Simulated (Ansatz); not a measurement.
`[SiH3]C#CS` + HBr → `[SiH3]Br` + `C#CS` at 400 K and 1 bar (ligand exchange at the Si–C bond).

Calculated with Ansatz (gas phase, PBE0-D4/def2-TZVP geometries, no zero-point term in ΔE). CCSD(T)/CBS is the MP2 limit (def2-TZVPP, def2-QZVPP) plus CCSD(T) − MP2 in def2-TZVPP, frozen cores. This one scheme is used for every species. For Br outer-core shells are correlated without core-valence functions, which leaves a few kJ/mol of doubt a bond. Scalar relativity is left out up to krypton. One conformer a species, not always the lowest.

| species | CCSD(T)/CBS energy (Eh) | H − E (kJ/mol) | S (J/(mol·K)) |
| --- | --- | --- | --- |
| `[SiH3]C#CS` | -765.29577 | 144.3 | 370.3 |
| HBr | -2573.91920 | 27.6 | 207.2 |
| `[SiH3]Br` | -2864.23411 | 85.1 | 279.6 |
| `C#CS` | -475.00020 | 91.3 | 281.7 |

H − E and S are ideal-gas, rigid-rotor, harmonic terms from PBE0-D4/def2-TZVP, for one conformer and one mirror image of each species. 1 Eh = 2625.50 kJ/mol, R = 8.31446 J/(mol·K).

Q: By hand: ΔE, ΔH, ΔS and ΔG.

A: ΔE = (-2864.23411) + (-475.00020) − (-765.29577) − (-2573.91920) = -0.01934 Eh = -50.8 kJ/mol. Δ(H − E) = 85.1 + 91.3 − 144.3 − 27.6 = 4.5, so ΔH = -46.3 kJ/mol. ΔS = 279.6 + 281.7 − 370.3 − 207.2 = -16.2 J/(mol·K). ΔG = -46.3 − 400 × (-16.2)/1000 = -39.8 kJ/mol.

Q: By hand: the equilibrium constant, and the temperature at which ΔG would vanish if ΔH and ΔS stayed fixed.

A: log₁₀ K = −ΔG/(RT ln 10) = 5.2. ΔG = 0 at ΔH/ΔS = 2858 K, far beyond where these terms or the molecules hold.

ΔH outweighs TΔS. A doubt of 5 kJ/mol in ΔE shifts log₁₀ K by 0.7 here. Other conformers and mirror images would add mixing entropy, several J/(mol·K) or more a flexible species. Modes under 60 cm⁻¹, often nearly free rotors, make the harmonic entropy too high. These are equilibria of isolated gas molecules and say nothing of rates. Largest T1 diagnostic: 0.013 (customary marks: 0.02 for closed shells, 0.045 for open ones).
